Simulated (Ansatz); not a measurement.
Start from `OC([SiH3])O[SiH3]` and change one atom or group to get `OC(O)[SiH3]`.

Ansatz, PBE0-D4/def2-TZVP geometries, multiplicity 1. Each molecule was computed in one conformer, which needn't be the lowest.

```json
{"property": "HOMO energy (PBE/def2-TZVPP) / eV", "`OC([SiH3])O[SiH3]`": "-6.49"}
{"property": "HOMO–LUMO gap (B3LYP/def2-TZVPP) / eV", "`OC([SiH3])O[SiH3]`": "7.59"}
{"property": "HOMO–LUMO gap (PBE0/def2-TZVPP) / eV", "`OC([SiH3])O[SiH3]`": "8.04"}
{"property": "LUMO energy (ωB97M-V/def2-TZVPP) / eV", "`OC([SiH3])O[SiH3]`": "1.74"}
{"property": "size of the dipole moment (PBE/def2-TZVPP) / D", "`OC([SiH3])O[SiH3]`": "0.51"}
{"property": "HOMO energy (B3LYP/def2-TZVPP) / eV", "`OC([SiH3])O[SiH3]`": "-7.70"}
```

What does the change do to each property? (Estimate.)

The calculation gave: 
```
                                      property  `OC(O)[SiH3]`  shift
             HOMO energy (PBE/def2-TZVPP) / eV          -6.36   0.13
         HOMO–LUMO gap (B3LYP/def2-TZVPP) / eV           7.84   0.25
          HOMO–LUMO gap (PBE0/def2-TZVPP) / eV           8.33   0.29
         LUMO energy (ωB97M-V/def2-TZVPP) / eV           2.04   0.30
size of the dipole moment (PBE/def2-TZVPP) / D           0.60   0.09
           HOMO energy (B3LYP/def2-TZVPP) / eV          -7.65   0.05
```

With PBE0 the HOMO rises by 0.05 eV and the LUMO rises by 0.34 eV, so the gap widens by about 0.29 eV. PBE moves the HOMO by 0.13 eV and ωB97M-V by 0.03 eV. Dipoles are sizes alone; their direction can turn.

B3LYP here is the variant with VWN-RPA as its local correlation; programs differ in this.
